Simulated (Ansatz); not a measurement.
`[Cl][Zr]([Cl])([Cl])[Cl]` + `C[O][GeH]([F])[SeH]` → `[F][Zr]([Cl])([Cl])[Cl]` + `C[O][GeH]([Cl])[SeH]`  (redistribution)

Isolated molecules relaxed with PBE0-D4/def2-TZVP in Ansatz; ΔE leaves out vibrations. CCSD(T)/CBS adds triple-zeta CCSD(T) − MP2 to the extrapolated MP2 energy (def2 sets, frozen cores). Functionals use def2-TZVPP. def2 core potentials past Kr. For Ge, Se, Zr outer-core shells are correlated without core-valence functions, which leaves a few kJ/mol of doubt a bond. Scalar relativity is left out up to krypton. One conformer a species, not always the lowest.

`[Cl][Zr]([Cl])([Cl])[Cl]`:

```xyz
5

Cl   -0.027    1.273   -1.934
Zr    0.000    0.000    0.000
Cl    1.927   -1.283    0.053
Cl   -0.047    1.398    1.845
Cl   -1.853   -1.389    0.036
```

`C[O][GeH]([F])[SeH]`:

Z-matrix (Å, degrees):
```
C
O 1 1.414
H 1 1.094 2 111.3
H 1 1.091 2 107.5 3 119.0
H 1 1.096 2 111.8 3 -121.9
Ge 2 1.753 1 121.1 3 71.4
Se 6 2.343 2 112.9 1 50.3
F 6 1.738 2 107.4 1 -64.6
H 6 1.527 2 106.3 1 178.4
H 7 1.469 6 90.0 2 -104.8
```

`[F][Zr]([Cl])([Cl])[Cl]`:

Z-matrix (Å, degrees):
```
Zr
F 1 1.877
Cl 1 2.323 2 109.1
Cl 1 2.323 2 109.1 3 120.0
Cl 1 2.323 2 109.1 3 -120.0
```

`C[O][GeH]([Cl])[SeH]`:

Z-matrix (Å, degrees):
```
C
O 1 1.413
H 1 1.091 2 107.5
H 1 1.096 2 111.7 3 119.0
H 1 1.095 2 111.5 3 -118.9
Ge 2 1.759 1 120.3 3 -175.3
Se 6 2.346 2 112.2 1 55.1
Cl 6 2.154 2 107.9 1 -63.3
H 6 1.527 2 105.6 1 178.6
H 7 1.468 6 91.4 2 -96.5
```

```csv
level,ΔE (kcal/mol)
PBE,-8.0
r2SCAN,-7.0
PBE0,-7.3
SCS-MP2/def2-TZVPP,-5.6
CCSD/def2-TZVPP,-6.2
CCSD(T)/def2-TZVPP,-6.0
MP2/def2-QZVPP,-5.4
CCSD/CBS(def2),-6.2
```

What does CCSD(T)/CBS give? (Estimate.)

Computed: -6.0 kcal/mol. The listed levels differ from it by -2.0, -1.0, -1.3, 0.4, -0.2, 0.0, 0.6, -0.2 kcal/mol.

Largest T1 diagnostic among the species: 0.016.
